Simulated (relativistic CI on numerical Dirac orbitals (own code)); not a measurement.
# Co+ in a cubic cluster: 1s photoemission with charge transfer

Computed with a charge-transfer multiplet model of a cubic metal-ligand cluster with up to 2 ligand holes, Slater and spin-orbit integrals from Dirac-Coulomb-Breit ions, Slater integrals scaled by 0.7. The ground state mixes d8 with configurations of k ligand holes L, whose averages lie at kΔ + k(k − 1)U_dd/2; a core hole lowers each added d electron by U_cd. 300 K, Lorentzian 1.1 eV and Gaussian 0.6 eV FWHM.

Atomic integrals in eV (Slater integrals scaled, ζ unscaled), ground: F2dd 7.249, F4dd 4.465, zeta_d 0.056; with the core hole: F2dd 8.571, F4dd 5.319, zeta_d 0.082, G2cd 0.047.

Cluster parameters (eV): Δ = 6.6, U_dd = 5.9, 10Dq = 0.55, 10Dq(ligand) = 1.1, V(eg) = 1.5, V(t2g) = -0.79, final-state hopping factor = 1.

```
         Case   n_d    d8   d9L  d10L2     S
  U_cd = 5 eV  8.07  0.93  0.07   0.00  1.00
U_cd = 6.8 eV  8.07  0.93  0.07   0.00  1.00
U_cd = 7.4 eV  8.07  0.93  0.07   0.00  1.00
  U_cd = 8 eV  8.07  0.93  0.07   0.00  1.00
U_cd = 8.6 eV  8.07  0.93  0.07   0.00  1.00
```

Weights, n_d and S are thermal averages at 300 K. Binding energies count from the first peak over 30 % of the highest in each spectrum, which can be another peak from case to case. The parameters are a model scan and need not match a compound or its usual spin state. Peaks in eV (height, largest 100):
- U_cd = 5 eV: 0.0 (100), 4.4 (12)
- U_cd = 6.8 eV: 0.0 (100), 4.0 (36)
- U_cd = 7.4 eV: 0.0 (100), 4.0 (51)
- U_cd = 8 eV: 0.0 (100), 4.0 (69)
- U_cd = 8.6 eV: 0.0 (100), 4.2 (91), 6.7 (11)

Curve for U_cd = 6.8 eV (points under 2 left out, the grid thinned):

E (eV), Intensity and a bar:
```
     -3.1        3.8 #
     -2.9        4.3 #
     -2.6        5.3 #
     -2.4        6.1 #
     -2.2        7.2 ##
     -2.0        8.6 ##
     -1.7       11.6 ###
     -1.5       14.5 ####
     -1.3       18.7 #####
     -1.0       28.9 ########
     -0.8       39.8 ############
     -0.6       55.1 ################
     -0.3       83.2 #########################
     -0.1       97.2 #############################
      0.1       99.4 ##############################
      0.3       88.6 ###########################
      0.6       61.2 ##################
      0.8       44.8 #############
      1.0       32.7 #########
      1.3       21.6 ######
      1.5       17.2 #####
      1.7       14.3 ####
      1.9       12.4 ###
      2.2       10.8 ###
      2.4       10.6 ###
      2.6       10.9 ###
      2.9       12.9 ###
      3.1       15.6 ####
      3.3       19.8 #####
      3.6       28.6 ########
      3.8       34.1 ##########
      4.0       36.4 ###########
      4.2       34.2 ##########
      4.5       25.1 #######
      4.7       18.8 #####
      4.9       13.9 ####
      5.2        9.1 ##
      5.4        7.1 ##
      5.6        5.7 #
      5.9        4.3 #
      6.1        3.7 
      6.3        3.2 
      6.5        2.8 
      6.8        2.3 
      7.0        2.1
```

For the case U_cd = 6.8 eV, Δ = 6.6 eV is larger than U_dd = 5.9 eV, the Mott-Hubbard side of the Zaanen-Sawatzky-Allen scheme. With the core hole the configuration with one ligand hole lies at Δ − U_cd = 1.6, -0.2, -0.8, -1.4, -2.0 eV from the one without, in the order of the table; where this is negative the screened configuration lies lower, though the effective hopping of about 2.1 eV (from the holes of the mixed ground state) mixes the two strongly wherever it is as large as the gap.
